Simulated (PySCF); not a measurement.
H2Mo, SMILES [MoH2] (connectivity only; charge and spin as stated), neutral, multiplicity 5. Geometry optimised at PBE-D3(BJ)/def2-TZVPD. The spin state was assumed, not searched. The def2 effective core potentials stand for the cores of Mo; spin–orbit coupling is left out.

Computed with PBE-D3(BJ)/def2-TZVPD run with PySCF.

Harmonic wavenumbers (cm⁻¹): 562, 1810, 1823. Rotational constants (GHz): 255.9, 130.9, 86.59; symmetry number 2.

Problem. Work out the zero-point energy and the ideal-gas rigid-rotor harmonic-oscillator thermochemistry at 298.15 K and 1 atm.

Solution. ZPE = ½ Σ hcν = ½ × 4195 cm⁻¹ = 6.00 kcal/mol. H − E(el) = 8.48 kcal/mol. Entropy in cal/(mol K): translation 39.66, rotation 13.99, vibration 0.53, spin 3.20, total 57.37. G − E(el) = -8.62 kcal/mol. Cp = 9.11 cal/(mol K).
